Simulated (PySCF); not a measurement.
Low-lying terms of As⁵⁺ (arsenic, charge +5)

Ground state [Ar] 3d10, ¹S. Calculation: PySCF 2.14, in aug-cc-pVQZ-PP with ECP10MDF (7s6p5d3f2g, 89 functions); a scalar-relativistic core potential. Vertical excitation energies in eV without spin-orbit coupling; excited terms of each kind are numbered among those the solver found. Frozen: 3s2 3p6.

```
 term  leading excitation  EOM-EE-CCSD
 1 3D              3d → s       41.058
 1 1D              3d → s       41.850
1 3P°              3d → p       54.217
1 3F°              3d → p       54.794
1 1F°              3d → p       55.257
1 1D°              3d → p       55.825
1 3D°              3d → p       55.835
1 1P°              3d → p       56.170
 1 3G              3d → d       74.432
 1 1G              3d → d       74.646
 2 3D              3d → d       74.740
 1 1F              3d → d       75.109
```

The solver can miss terms.
